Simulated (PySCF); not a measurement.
C6H15NSi.
InChI=1S/C6H15NSi/c1-2-3-6-4-7-8-5-6/h6-7H,2-5,8H2,1H3/t6-/m0/s1

Computed with PySCF, TDDFT PBE0/def2-SVPD, vertical, gas phase, core orbitals frozen in the response. The structure is a single PBE0-D3(BJ)/def2-SVP conformer in the gas phase; no vibrational or solvent corrections.

Computed states:

```tsv
state	E (eV)	f
S1	5.74	0.0054
S2	6.01	0.0067
S3	6.73	0.0012
S4	6.80	0.0028
S5	6.87	0.0063
S6	7.03	0.0084
S7	7.39	0.025
S8	7.57	0.017
S9	7.72	0.107
S10	7.78	0.0033
```

Broadening: Gaussians 0.3 eV wide at half height, area fixed by f = 4.319×10⁻⁹ ∫ε dν̃. The width is an assumption, not a result. The curve ends short of the highest state used, and states not computed would add to its high-energy end.

Q: What does the envelope look like, and where are its maxima?

A: 
(E (eV), ε (L mol⁻¹ cm⁻¹)): (5.29, 1), (5.35, 5), (5.42, 22), (5.48, 63), (5.55, 164), (5.61, 297), (5.68, 459), (5.74, 550), (5.81, 593), (5.88, 625), (5.94, 660), (6.01, 651), (6.07, 549), (6.14, 353), (6.20, 192), (6.27, 72), (6.33, 25), (6.40, 12), (6.46, 24), (6.53, 76), (6.59, 178), (6.66, 387), (6.72, 634), (6.79, 936), (6.85, 1136), (6.92, 1243), (6.98, 1211), (7.05, 1057), (7.12, 911), (7.18, 981)

Maxima: 208 nm (5.97 eV), ε about 670, made up of S1 (14%) and S2 (86%); 179 nm (6.93 eV), ε about 1200, made up of S4 (11%), S5 (40%) and S6 (46%) (ε in L mol⁻¹ cm⁻¹; maxima over ε = 5, shares over 10%). At its high-energy end, 7.18 eV, the curve is still rising (ε about 980, from S6 and S7).

Q: On this curve, what absorbance would a 10⁻³ mol/L sample give at 193 nm over a 1 cm path?

A: 193 nm is 6.424 eV, where ε is about 14 L mol⁻¹ cm⁻¹, so A = ε c l ≈ 0.014 (Beer–Lambert, with the gas-phase spectrum and the assumed width).

Q: Coming from long wavelengths, where does ε first pass 100 L mol⁻¹ cm⁻¹?

A: At about 225 nm (5.51 eV), 0.23 eV below S1.

Q: What would ε be at 6.93 eV, the highest of these maxima, with half the width (0.15 eV)?

A: About 1260 L mol⁻¹ cm⁻¹ against 1250, a factor of about 1.0; a lone state at its own centre would give exactly 2.

The vertical ionisation energy (ΔSCF) is 8.43 eV, 0.65 eV above S10.
